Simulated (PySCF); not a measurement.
C5H15SSi2 (SMILES C[Si](C)S[Si](C)(C)C), doublet, at a GFN2-xTB geometry. Base run: PBE/STO-3G run with PySCF.

The PySCF input:
```python
from pyscf import gto, scf, dft

mol = gto.Mole()
mol.atom = '''
    C     2.279829    1.452201   -1.189009
    Si    1.793042   -0.191608   -0.350237
    C     3.274161   -0.914850    0.602671
    S     0.236040    0.201386    1.131944
    Si   -1.599082   -0.088938    0.009507
    C    -1.603059    1.022197   -1.537536
    C    -1.702783   -1.916609   -0.513783
    C    -3.000736    0.386385    1.201947
    H     1.442999    1.907461   -1.709181
    H     2.626862    2.160134   -0.438264
    H     3.080989    1.303599   -1.906300
    H     3.014378   -1.846736    1.094561
    H     4.113107   -1.103910   -0.059810
    H     3.599216   -0.216051    1.370975
    H    -0.852895    0.701738   -2.254849
    H    -1.398749    2.057420   -1.281250
    H    -2.568758    0.990104   -2.031779
    H    -1.680000   -2.572013    0.351424
    H    -2.621809   -2.115207   -1.055733
    H    -0.869229   -2.189783   -1.155016
    H    -3.973729    0.234502    0.744557
    H    -2.960048   -0.210974    2.107740
    H    -2.928884    1.429227    1.496304
'''
mol.basis = 'sto-3g'
mol.charge = 0
mol.spin = 1
mol.verbose = 4
mol.build()

mf = dft.UKS(mol)
mf.xc = 'pbe'
mf.kernel()
```

The base run was repeated with changes; each row names its change, and settings that it needs were set with it.

| change | ΔE vs base (mEh) | fitting functions | dipole (D) |
|---|---|---|---|
| base | 0.000 | - | 1.22 |
| auxbasis = def2-tzvp-ri | -43.391 | 944 | 1.22 |
| auxbasis = cc-pvtz-ri | -33.321 | 1221 | 1.22 |
| auxbasis = cc-pvdz-jkfit | -0.904 | 1031 | 1.22 |
| auxbasis = even-tempered beta=2.0 | -15.822 | 571 | 1.23 |
| auxbasis = default (with mf = mf.density_fit()) | -3.785 | 1029 | 1.22 |
| auxbasis = def2-universal-jfit | -5.639 | 563 | 1.22 |
| auxbasis = cc-pvqz-jkfit | -0.654 | 1739 | 1.22 |
| auxbasis = cc-pvtz-jkfit | -0.766 | 1208 | 1.22 |
| auxbasis = def2-svp-ri | -1510.6 | 636 | 1.20 |

A fitting set is made for a task (jfit for Coulomb, jkfit for Coulomb and exchange, ri for correlation) and for a family of orbital bases.

Open shells are given as the SCF converged; they aren't shown to be the lowest states, and a large step between rows can be another state.
